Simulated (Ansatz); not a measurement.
Two shapes of singlet GeH4.

Shape 1:

```xyz
5

Ge   -0.0356    0.0261    0.0235
H     0.8951    0.9195    0.9251
H     0.9254   -0.8554   -0.8820
H    -0.8425    0.9050   -0.8745
H    -0.9051   -0.8424    0.8751
```

Shape 2:

```xyz
5

Ge    0.0000    0.0000    0.0000
H     0.8165    0.8165    0.8165
H     0.8165   -0.8165   -0.8165
H    -0.8165    0.8165   -0.8165
H    -0.8165   -0.8165    0.8165
```

Basis set: cc-pVDZ (spherical functions). Left uncorrelated: 9 orbitals. Charge 0, multiplicity 1.

Computed with Ansatz (development build ahead of 0.2.0); each method stands on the lowest determinant of its kind that the runs found.

Which shape is lower in energy, and by how much in each method?

```csv
method,E(2) − E(1) (eV)
RHF,0.579
RHF-MP2,0.516
```

Shape 1 is lower.
